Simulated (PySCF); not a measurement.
arsine cation (AsH3), SMILES [AsH3] (connectivity only; charge and spin as stated), charge +1, multiplicity 2. Atoms are numbered in the order given.

```xyz
4

As     0.0000     0.0000     0.0343
H     -1.2443    -0.7184    -0.3775
H      0.0000     1.4368    -0.3775
H      1.2443    -0.7184    -0.3775
```
Charge +1, spin multiplicity 2.

Geometry optimised at r2SCAN-D4/def2-TZVPD. The multiplicity is an assumed one; other spin states were not compared.

Level of theory: PySCF with CAM-B3LYP/def2-TZVPD.

The molecule is in vacuum.

Computed frontier levels, dipole moment and polarisability:
The α spin, highest occupied and lowest empty level comes out as -16.60 and -5.64 eV and the β spin, highest occupied and lowest empty level comes out as -20.03 and -10.25 eV. The dipole moment about the centre of nuclear charge comes out as 0.107 e·Å and the mean static polarisability is 23.6 bohr³ (3.50 Å³). The polarisability, principal values is 20.3, 25.3, 25.3 bohr³. The ⟨S²⟩ comes out as 0.752 (pure state 0.75).
